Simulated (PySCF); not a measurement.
Se(F)(SeH) (FHSe2), SMILES F[Se][SeH]. Atoms are numbered in the order given.

```xyz
4

Se     0.5228     0.4307     0.7493
F      1.6261     1.1879    -0.4358
Se    -0.9477    -0.6877    -0.6125
H     -0.1889    -1.9528    -0.7296
```

Geometry optimised at B3LYP-D3(BJ)/def2-TZVP. The values are those of a single conformer.

Vertical ionisation energy (IE) and electron affinity (EA) in eV. Rows of orbital energies are one-electron estimates. Where ΔSCF, EOM or ADC give a negative EA the extra electron is unbound and the value depends on the basis.

```tsv
level	IE	EA
−ε(HOMO), −ε(LUMO), HF/def2-TZVPD (PySCF)	10.14	-0.79
ADC(2)/aug-cc-pVDZ (PySCF)	[?]	[?]
```

Problem. Fill in the missing entries. (The exact figures need the calculation; the answer reports its results.)

Solution. 
- ADC(2)/aug-cc-pVDZ (PySCF), IE: 8.89
- ADC(2)/aug-cc-pVDZ (PySCF), EA: 0.05

Problem. Beyond the first one, list the lowest photoelectron lines from ADC(2)/aug-cc-pVDZ (PySCF) with their pole strengths (two spins summed). (The exact figures need the calculation; the answer reports its results.)

Solution. 9.81 eV (1.80), 11.13 eV (1.76), 12.64 eV (1.69), 13.19 eV (1.70), 13.83 eV (1.73).
